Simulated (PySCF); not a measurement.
## Polarisability and C₆ of In (indium, neutral)

[Kr] 4d10 5s2 5p1, 2P determinant. Computed with PySCF 2.14 in aug-cc-pVQZ-DK3 (9s8p6d3f2g, 102 functions), with the spin-free X2C one-electron Hamiltonian (Gaussian nucleus). Coupled (time-dependent) response in atomic units; α is the mean over directions.

| method | mean α (bohr³) | α xx, yy, zz | C₆ (like pair) | S(−4) |
| --- | --- | --- | --- | --- |
| UHF | 74.44 | 60.36, 102.6, 60.36 | 799.7 | 2958 |
| PBE | 80.23 | 60.37, 120.0, 60.37 | 820.9 | 4690 |
| PBE0 | 75.06 | 58.34, 108.5, 58.34 | 774.4 | 3606 |

S(−4) is the Cauchy moment in α(ω) = α(0) + S(−4) ω² + …

Reference α: 65 ± 4 bohr³ (recommended; Schwerdtfeger and Nagle, table of static dipole polarizabilities (2023 update)). Published C₆: 779.0 (Chu and Dalgarno (2004); Tang, Norbeck and Certain (1976)).

Spin-orbit coupling is absent.

α(iu) at PBE0:

| u (hartree) | α(iu) (bohr³) |
| --- | --- |
| 0 | 75.06 |
| 0.0500 | 67.47 |
| 0.100 | 53.85 |
| 0.200 | 33.55 |
| 0.300 | 22.40 |
| 0.500 | 12.18 |
| 0.750 | 7.269 |
| 1.00 | 5.033 |
| 1.50 | 2.981 |
| 2.00 | 2.018 |
| 3.00 | 1.109 |
| 5.00 | 0.4735 |

The components differ because the open shell of this determinant is not spherical; for a pure term their mean is the scalar polarisability.
